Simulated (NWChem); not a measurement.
System: disilylmethane (CH$_{8}$Si$_{2}$); SMILES [SiH3]C[SiH3]

Output (shortened):

```
             Northwest Computational Chemistry Package (NWChem) 7.3.0
             --------------------------------------------------------

                             Geometry "geometry" -> ""
                             -------------------------

 Output coordinates in angstroms (scale by  1.889725989 to convert to a.u.)

  No.       Tag          Charge          X              Y              Z
 ---- ---------------- ---------- -------------- -------------- --------------
    1 Si                  14.0000    -1.59502200     0.00100000     0.17232200
    2 C                    6.0000     0.00000000     0.00000000    -0.82887000
    3 Si                  14.0000     1.59502200    -0.00100000     0.17232200
    4 H                    1.0000    -2.78822200     0.00470000    -0.72949700
    5 H                    1.0000    -1.66526300    -1.21262500     1.04312900
    6 H                    1.0000    -1.66127600     1.21220100     1.04688100
    7 H                    1.0000     0.00047900     0.88549800    -1.48798400
    8 H                    1.0000    -0.00047900    -0.88549800    -1.48798400
    9 H                    1.0000     1.66127600    -1.21220100     1.04688100
   10 H                    1.0000     1.66526300     1.21262500     1.04312900
   11 H                    1.0000     2.78822200    -0.00470000    -0.72949700

 Effective nuclear repulsion energy (a.u.)     150.3028782148

  xc_inp: hfexch multiplicative factor not found.

                                 NWChem DFT Module
                                 -----------------

 Summary of "ao basis" -> "ao basis" (spherical)
 ------------------------------------------------------------------------------
       Tag                 Description            Shells   Functions and Types
 ---------------- ------------------------------  ------  ---------------------
 Si                          6-31g*                  8       18   4s3p1d
 C                           6-31g*                  6       14   3s2p1d
 H                           6-31g*                  2        2   2s

            General Information
            -------------------
          SCF calculation type: DFT
          Wavefunction type:  closed shell.
          No. of atoms     :    11
          No. of electrons :    42
           Alpha electrons :    21
            Beta electrons :    21
          Charge           :     0
          Spin multiplicity:     1
          Use of symmetry is: off; symmetry adaption is: off
          Maximum number of iterations: 150
          AO basis - number of functions:    66
                     number of shells:    38
          Convergence on energy requested:  1.00D-06
          Convergence on density requested:  1.00D-05
          Convergence on gradient requested:  5.00D-04

              XC Information
              --------------
                     Hartree-Fock (Exact) Exchange  1.000

      Superposition of Atomic Density Guess
      -------------------------------------

 Sum of atomic energies:        -619.28072950

      Non-variational initial energy
      ------------------------------

 Total energy =    -620.592996
 1-e energy   =   -1154.384919
 2-e energy   =     383.489044
 HOMO         =      -0.359829
 LUMO         =       0.051957

     ---------------------------------------------
      Total Density - Mulliken Population Analysis
     ---------------------------------------------

    Atom       Charge   Shell Charges
 -----------   ------   -------------------------------------------------------
    1 Si  14    13.59   2.00  2.00  5.97  0.97  1.68  0.31  0.53  0.13
    2 C    6     7.00   2.00  0.72  2.08  0.71  1.47  0.02
    3 Si  14    13.59   2.00  2.00  5.97  0.97  1.68  0.31  0.53  0.13
    4 H    1     1.06   0.47  0.59
    5 H    1     1.06   0.47  0.59
    6 H    1     1.06   0.47  0.59
    7 H    1     0.72   0.44  0.28
    8 H    1     0.72   0.44  0.28
    9 H    1     1.06   0.47  0.59
   10 H    1     1.06   0.47  0.59
   11 H    1     1.06   0.47  0.59

   convergence    iter        energy       DeltaE   RMS-Dens  Diis-err
 ---------------- ----- ----------------- --------- --------- ---------
 d= 0,ls=0.0,diis     1   -620.3087007210 -7.71D+02  5.89D-03  1.64D-01
 d= 0,ls=0.0,diis     2   -620.3446585419 -3.60D-02  2.16D-03  1.28D-02
 d= 0,ls=0.0,diis     3   -620.3477894818 -3.13D-03  7.09D-04  2.54D-03
 d= 0,ls=0.0,diis     4   -620.3482235570 -4.34D-04  1.83D-04  3.12D-05
 d= 0,ls=0.0,diis     5   -620.3482347419 -1.12D-05  4.15D-05  1.45D-06
 d= 0,ls=0.0,diis     6   -620.3482353468 -6.05D-07  9.31D-06  7.07D-08

         Total DFT energy =     -620.348235346802
      One electron energy =    -1157.067394856669
           Coulomb energy =      435.210798498583
    Exchange-Corr. energy =      -48.794517203512
 Nuclear repulsion energy =      150.302878214796

 Numeric. integr. density =        0.000000000000

                       DFT Final Molecular Orbital Analysis
                       ------------------------------------

 Vector   19  Occ=2.000000D+00  E=-4.693800D-01
              MO Center= -1.9D-12, -5.1D-14,  5.5D-01, r^2= 4.9D+00
   Bfn.  Coefficient  Atom+Function         Bfn.  Coefficient  Atom+Function
  ----- ------------  ---------------      ----- ------------  ---------------
     8      0.246332   1 Si py               40      0.246332   3 Si py
    54     -0.208588   5 H  s                56      0.208422   6 H  s
    62     -0.208422   9 H  s                64      0.208588  10 H  s
    22     -0.164862   2 C  py               53     -0.156423   5 H  s
    55      0.156173   6 H  s                61     -0.156173   9 H  s

 Vector   20  Occ=2.000000D+00  E=-4.525926D-01
              MO Center=  1.3D-13,  4.2D-14, -4.6D-02, r^2= 4.7D+00
   Bfn.  Coefficient  Atom+Function         Bfn.  Coefficient  Atom+Function
  ----- ------------  ---------------      ----- ------------  ---------------
    23      0.287157   2 C  pz                9     -0.240758   1 Si pz
    41     -0.240758   3 Si pz               27      0.219510   2 C  pz
    52      0.160900   4 H  s                66      0.160900  11 H  s
    56     -0.145231   6 H  s                62     -0.145231   9 H  s
    54     -0.144082   5 H  s                64     -0.144082  10 H  s

 Vector   21  Occ=2.000000D+00  E=-4.327256D-01
              MO Center= -7.4D-14, -9.0D-17, -5.4D-01, r^2= 4.1D+00
   Bfn.  Coefficient  Atom+Function         Bfn.  Coefficient  Atom+Function
  ----- ------------  ---------------      ----- ------------  ---------------
    21      0.371443   2 C  px               25      0.286631   2 C  px
     7     -0.273790   1 Si px               39     -0.273790   3 Si px
    52      0.206886   4 H  s                66     -0.206886  11 H  s
    51      0.149802   4 H  s                65     -0.149802  11 H  s
     3      0.115892   1 Si px               35      0.115892   3 Si px

 Vector   22  Occ=0.000000D+00  E= 1.394711D-01
              MO Center=  1.6D-12,  2.7D-13,  1.2D-01, r^2= 8.1D+00
   Bfn.  Coefficient  Atom+Function         Bfn.  Coefficient  Atom+Function
  ----- ------------  ---------------      ----- ------------  ---------------
    24      1.370618   2 C  s                11     -0.659174   1 Si px
    13      0.658837   1 Si pz               43      0.659174   3 Si px
    45      0.658837   3 Si pz               54     -0.223565   5 H  s
    56     -0.223670   6 H  s                62     -0.223670   9 H  s
    64     -0.223565  10 H  s                27      0.150903   2 C  pz

 Vector   23  Occ=0.000000D+00  E= 1.710598D-01
              MO Center=  3.6D-13,  1.2D-13,  6.3D-01, r^2= 5.5D+00
   Bfn.  Coefficient  Atom+Function         Bfn.  Coefficient  Atom+Function
  ----- ------------  ---------------      ----- ------------  ---------------
    52      0.834848   4 H  s                66      0.834848  11 H  s
    13      0.727077   1 Si pz               45      0.727077   3 Si pz
    11      0.602871   1 Si px               43     -0.602871   3 Si px
    27     -0.295507   2 C  pz               56     -0.288951   6 H  s
    62     -0.288951   9 H  s                54     -0.287198   5 H  s

 Vector   24  Occ=0.000000D+00  E= 1.783340D-01
              MO Center=  1.0D-12,  3.1D-13, -3.2D-01, r^2= 7.8D+00
   Bfn.  Coefficient  Atom+Function         Bfn.  Coefficient  Atom+Function
  ----- ------------  ---------------      ----- ------------  ---------------
    12      1.225822   1 Si py               44     -1.225822   3 Si py
    54      0.710198   5 H  s                56     -0.708045   6 H  s
    62     -0.708045   9 H  s                64      0.710198  10 H  s
     8      0.107448   1 Si py               40     -0.107448   3 Si py
    15     -0.078271   1 Si d -1             47      0.078271   3 Si d -1

     ---------------------------------------------
      Total Density - Mulliken Population Analysis
     ---------------------------------------------

    Atom       Charge   Shell Charges
 -----------   ------   -------------------------------------------------------
    1 Si  14    13.30   2.00  2.00  5.98  0.90  1.79  0.20  0.23  0.20
    2 C    6     6.92   2.00  0.63  2.04  0.77  1.46  0.03
    3 Si  14    13.30   2.00  2.00  5.98  0.90  1.79  0.20  0.23  0.20
    4 H    1     1.15   0.50  0.65
    5 H    1     1.15   0.50  0.65
    6 H    1     1.15   0.50  0.65
    7 H    1     0.80   0.50  0.29
    8 H    1     0.80   0.50  0.29
    9 H    1     1.15   0.50  0.65
   10 H    1     1.15   0.50  0.65
   11 H    1     1.15   0.50  0.65

     -------------------------------------------
      Total Density - Lowdin Population Analysis
     -------------------------------------------

    Atom       Charge   Shell Charges
 -----------   ------   -------------------------------------------------------
    1 Si  14    13.59   2.00  1.98  5.89  0.64  1.64  0.37  0.82  0.24
    2 C    6     6.69   1.99  0.56  1.90  0.49  1.72  0.04
    3 Si  14    13.59   2.00  1.98  5.89  0.64  1.64  0.37  0.82  0.24
    4 H    1     1.08   0.50  0.57
    5 H    1     1.08   0.50  0.57
    6 H    1     1.08   0.50  0.57
    7 H    1     0.83   0.48  0.36
    8 H    1     0.83   0.48  0.36
    9 H    1     1.08   0.50  0.57
   10 H    1     1.08   0.50  0.57
   11 H    1     1.08   0.50  0.57

     Multipole analysis of the density
     ---------------------------------

     L   x y z        total         alpha         beta         nuclear
     -   - - -        -----         -----         ----         -------
     0   0 0 0     -0.000000    -21.000000    -21.000000     42.000000

     1   1 0 0      0.000000      0.000000      0.000000      0.000000
     1   0 1 0      0.000000      0.000000      0.000000      0.000000
     1   0 0 1     -0.327505      0.217165      0.217165     -0.761835

     2   2 0 0    -30.355397   -189.890069   -189.890069    349.424740
     2   1 1 0      0.003407      0.106949      0.106949     -0.210491
     2   1 0 1     -0.000000     -0.000000     -0.000000      0.000000
     2   0 2 0    -28.356442    -27.476984    -27.476984     26.597526
     2   0 1 1     -0.000000     -0.000000     -0.000000     -0.000000
     2   0 0 2    -28.359476    -40.631129    -40.631129     52.902781

                     NWChem Electrostatic Potential Fit Module
                     -----------------------------------------

 Atom parameters

 Number of atoms is                                   11
 Number of basis functions is                         66

 Grid parameters

 Maximum number of grid points is                  47709
 Number of grid points is                          47708
 Grid range                                     0.300000 nm
 Grid spacing                                   0.020000 nm
 Probe radius                                   0.070000 nm
 Atom radius factor                             1.000000

 Atomic radii

    1    0.100000
    6    0.147000
   14    0.187000
 FASTESP  F
  using M.O. file = ./job.movecs

    Atom              Coordinates                           Charge

                                                  ESP

    1 Si   -0.159502    0.000100    0.017232    0.560052
    2 C     0.000000    0.000000   -0.082887   -0.255275
    3 Si    0.159502   -0.000100    0.017232    0.560407
    4 H    -0.278822    0.000470   -0.072950   -0.162730
    5 H    -0.166526   -0.121263    0.104313   -0.158911
    6 H    -0.166128    0.121220    0.104688   -0.158919
    7 H     0.000048    0.088550   -0.148798    0.048110
    8 H    -0.000048   -0.088550   -0.148798    0.048278
    9 H     0.166128   -0.121220    0.104688   -0.159297
   10 H     0.166526    0.121263    0.104313   -0.158897
   11 H     0.278822   -0.000470   -0.072950   -0.162818
                                            ------------
                                               -0.000000

 Dipole moment                                  0.313536

 Quadrupole moment Qxx                         -4.499596
                   Qyy                          1.719474
                   Qzz                          2.780122

 RMS deviation kJ/mol                           0.054854

 RRMS %                                        50.839012
```

Level: Hartree-Fock/6-31G* (spherical d). Structure relaxed at the PBE0/def2-SVP level.

Problem. Which NWChem input produces such a log?

Solution. Several could match; the one computed here: the input that was run:
```
start job
memory heap 200 mb stack 900 mb global 1100 mb
geometry units angstroms noautosym nocenter noautoz
  Si    -1.595022     0.001000     0.172322
  C      0.000000     0.000000    -0.828870
  Si     1.595022    -0.001000     0.172322
  H     -2.788222     0.004700    -0.729497
  H     -1.665263    -1.212625     1.043129
  H     -1.661276     1.212201     1.046881
  H      0.000479     0.885498    -1.487984
  H     -0.000479    -0.885498    -1.487984
  H      1.661276    -1.212201     1.046881
  H      1.665263     1.212625     1.043129
  H      2.788222    -0.004700    -0.729497
end
basis spherical
  * library 6-31g*
end
dft
  xc hfexch
  iterations 150
  mulliken
end
task dft energy
esp
  recalculate
  probe 0.07
  range 0.3
  factor 1.0
  spacing 0.02
end
task esp
```
